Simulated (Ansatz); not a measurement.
Relaxation of ClH₅OW (8 atoms, charge 0, multiplicity 1), to a largest force component of 0.03 eV/Å in at most 50 steps.

The calculation used RKS PBE-D4/def2-SVP in Ansatz.

```xyz
8
Properties=species:S:1:pos:R:3
W -0.411 -0.194 -0.755
Cl 0.511 -0.315 2.713
H 1.261 -0.052 1.626
H 0.391 1.269 -0.493
O -1.743 0.202 0.440
H -1.494 0.123 1.401
H 1.023 -1.059 -0.345
H -0.814 -0.100 -2.422
```

Q: Where does it end, and by what steps?

A: It converged. After 26 steps the energy has fallen by 2.794 eV; H3 moved furthest, 1.59 Å. Parted: Cl2–H3 (1.35 → 2.55 Å). Joined: W1–Cl2 (3.59 → 2.36 Å), W1–H3 (2.91 → 1.68 Å).

```csv
step,energy less start (eV),largest force component (eV/Å),accepted
0,0.0000,0.567,yes
1,-0.0498,0.287,yes
2,-0.0986,0.194,yes
3,-0.1562,0.587,yes
4,-0.2024,1.083,yes
5,-0.2923,0.943,yes
6,-0.3981,0.666,yes
7,-0.5751,0.996,yes
8,-0.8177,0.731,yes
9,-1.0379,0.770,yes
10,-1.2653,1.030,yes
11,-1.4141,1.127,yes
12,-1.5624,1.316,yes
13,-1.7603,0.778,yes
14,-1.9442,1.849,yes
15,-2.1836,0.982,yes
16,-2.4282,0.480,yes
17,-2.5903,0.337,yes
18,-2.7140,0.460,yes
19,-2.7680,0.184,yes
20,-2.7831,0.265,yes
21,-2.7783,0.474,no
22,-2.7903,0.165,yes
23,-2.7925,0.102,yes
24,-2.7933,0.065,yes
25,-2.7935,0.051,yes
26,-2.7936,0.012,yes
```

```xyz
8
Properties=species:S:1:pos:R:3
W -0.005 0.026 0.246
Cl 1.153 -0.925 2.075
H 1.182 1.160 0.607
H 0.388 1.148 -0.974
O -1.688 0.497 0.849
H -2.439 -0.118 0.986
H 0.403 -1.540 -0.236
H -0.269 -0.374 -1.389
```

Whether the end is a true minimum wasn't checked by a vibrational analysis.

Run time: 100 s on 1 thread of Arm Neoverse V2 (shared host), peak memory 0.13 GiB.
